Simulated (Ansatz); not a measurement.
Z-matrix (Å, degrees):
```
Ga
N 1 1.872
Si 1 2.353 2 48.8
C 1 1.936 2 144.2 3 -174.2
H 1 1.909 2 77.3 3 -38.5
H 1 1.833 2 88.0 3 30.7
H 2 1.012 1 120.9 3 -114.6
H 4 1.091 1 109.4 2 -74.7
H 4 1.089 1 110.6 2 165.2
H 4 1.091 1 109.5 2 44.3
```

Charge 0, multiplicity 1.

List the r2SCAN/def2-TZVPP orbital energies in eV (the Gaussian-basis code of Ansatz). (Best estimate.)

Computed: Occupied: -10122.43, -1791.17, -1244.59, -1101.02, -1100.96, -1100.90, -384.19, -273.53, -148.22, -141.43, -101.13, -100.98, -100.84, -96.35, -96.31, -96.21, -21.74, -20.77, -20.71, -20.62, -20.60, -19.94, -18.33, -13.93, -10.83, -10.80, -10.20, -9.81, -8.36, -7.99, -5.81, -5.43. Lowest empty: -1.57, -1.39, 0.11, 0.82, 1.27, 1.88, 2.24, 2.58.
